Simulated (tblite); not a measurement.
C₇H₁₁ClSi₂.
Structure used (GFN2-xTB), in Å, numbered top down from 1:
```xyz
21
C7H11ClSi2 angstrom
C      3.9929    0.3577   -0.6080
C      3.1199   -0.2844   -0.0881
Si     1.7514   -1.2357    0.7073
C      0.2254   -0.0946    0.6059
Cl     0.6327    1.2729    1.6997
C     -0.2896    0.2985   -0.7805
C     -1.2586    1.4675   -0.6187
Si    -2.2677    0.8376    0.8800
C     -1.1547   -0.7125    0.8175
C     -1.1403   -0.9748   -0.6979
H      4.7604    0.9179   -1.0602
H      1.5520   -2.4883   -0.0317
H      2.0270   -1.4889    2.1212
H      0.4313    0.4191   -1.5907
H     -0.7236    2.3994   -0.4451
H     -1.8496    1.5978   -1.5249
H     -2.2269    1.6315    2.0991
H     -3.6417    0.4724    0.5170
H     -1.2622   -1.5452    1.5078
H     -0.5943   -1.8751   -0.9753
H     -2.0928   -0.9560   -1.2257
```

Calculated harmonic vibrations of the isolated species, GFN2-xTB (tblite), most abundant isotopes, no scaling. Errors from tens to a few hundred cm⁻¹ against measured bands are possible. Modes of hydrogen on silicon can be 10 to 20 % off. One conformer, not necessarily the lowest.

Harmonic wavenumbers (cm⁻¹): 26.6, 59.2, 132.4, 161.3, 179.9, 214.2, 240.8, 254.1, 334.9, 351.2, 391.8, 439.6, 479.5, 488.8, 508.7, 542.4, 565.6, 623.8, 655.9, 680.3, 682.4, 701.3, 736.6, 751.2, 781.0, 791.4, 806.3, 832.8, 891.6, 923.5, 958.0, 977.2, 1016.2, 1030.9, 1061.5, 1107.4, 1117.1, 1168.7, 1191.3, 1205.8, 1232.3, 1240.9, 1292.8, 1483.0, 1505.7, 2211.8, 2223.3, 2244.9, 2277.6, 2342.2, 2958.1, 2979.3, 2988.6, 2991.7, 3003.6, 3011.3, 3355.4.

A = 1590, B = 632.7, C = 585.5 MHz; mass 186.009 u (most abundant isotopes); point group C1, symmetry number 1.

Q: Zero-point energy?

A: Half the sum of the wavenumbers: 32703 cm⁻¹ = 93.50 kcal/mol.

Q: What is S at 273.15 K and 1 bar for an ideal gas of classical rigid rotors and harmonic oscillators?

A: Translation 41.16, rotation 30.42, vibration 31.96: S = 103.5 cal/(mol K).

Q: And Cp and H(273.15 K) − H(0)?

A: Cp = 44.82 cal/(mol K), of which vibrations give 36.87 (their classical limit is 57 R = 113.3); H(273.15 K) − H(0) = 6.90 kcal/mol without the zero-point energy, 4.73 from vibrations.

Q: What must be added to the electronic energy to get the Gibbs energy at 273.15 K and 1 bar?

A: ZPE + [H(273.15 K) − H(0)] − T·S = 93.50 + 6.90 − 28.28 = 72.12 kcal/mol.

Q: Which modes carry the vibrational entropy at 273.15 K?

A: 26.6 cm⁻¹: 5.89; 59.2 cm⁻¹: 4.31; 132.4 cm⁻¹: 2.74; 161.3 cm⁻¹: 2.37; 179.9 cm⁻¹: 2.17; 214.2 cm⁻¹: 1.85 cal/(mol K); the other 51 give 12.62 together.

Hindered rotation and anharmonicity are outside this model. Other conformers, if any are populated, would add a mixing term that is left out. The structure is chiral; the term R ln 2 for an equal mix with its mirror image is left out.
